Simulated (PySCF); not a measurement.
Radial density of Sc²⁺ (scandium, charge +2)

M06-L, [Ar] 3d1, 2D determinant. Calculation: PySCF 2.14, in Sapporo-DKH3-DZP-2012 (6s5p3d1f, 43 functions); scalar relativity by spin-free X2C-1e.

```tsv
r (bohr)	4πr²ρ (e/bohr)	4πr²(ρα − ρβ)
0.000978	0.09955	0.0000
0.00165	0.2538	0.0000
0.00277	0.6463	0.0000
0.00465	1.607	0.0000
0.00783	3.793	0.0000
0.0132	8.277	0.0000
0.0221	15.67	0.0001
0.0373	23.25	0.0000
0.0627	23.85	-0.0001
0.105	18.42	0.0000
0.177	23.02	0.0062
0.298	23.88	0.0541
0.502	8.547	0.2402
0.844	8.727	0.5404
1.42	5.246	0.5294
2.39	0.5608	0.2061
4.01	0.02286	0.0216
6.75	4.133e-05	0.0000
```

Densities and radii are taken from the X2C orbitals without a picture-change correction, which distorts them close to the nucleus.
